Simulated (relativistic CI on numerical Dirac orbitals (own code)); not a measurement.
Calculated at this level of theory: Dirac-Coulomb-Breit CI, separate exchange-only KLI orbitals for each configuration, model QED (radiative potential, 1s self-energy scaled to tabulated hydrogen-like ionisation energies), unscaled Slater integrals (own radial code, finite nucleus).

The strongest absorption lines from the ground level of an ion, among the configurations computed and to levels below about 377 eV (vacuum wavelength in Å, gf): 45.320 (0.058), 45.550 (0.037), 62.329 (0.13), 63.161 (0.093), 301.28 (1), 353.61 (0.42).

Question: Which ion is it?
A. Tc14+
B. Ag18+
C. Rh16+
D. In20+

Answer: C. Rh16+ has 29 electrons and the ground level 3d10.4s 2S_1/2; the strongest line goes to 3d10.4p 2P°_3/2. The pattern of lines fixes the number of electrons, and along that sequence the line energies rise steadily with the charge (about as its square where n changes within one kind of shell, about linearly where n is kept but much faster in heavy ions where fine structure, which grows about as Z⁴, sets the gap, and irregularly where shells cross), which fixes Z. Configurations outside the model, such as inner-shell arrays, can give stronger lines. At this charge energies of transitions that change n are usually good to better than 1 %, and those within a shell (Δn = 0) to a few per cent.

LS names give the leading component of a level, which can be under half, so a name can repeat, a term be missing and a line seem to break the LS rules.
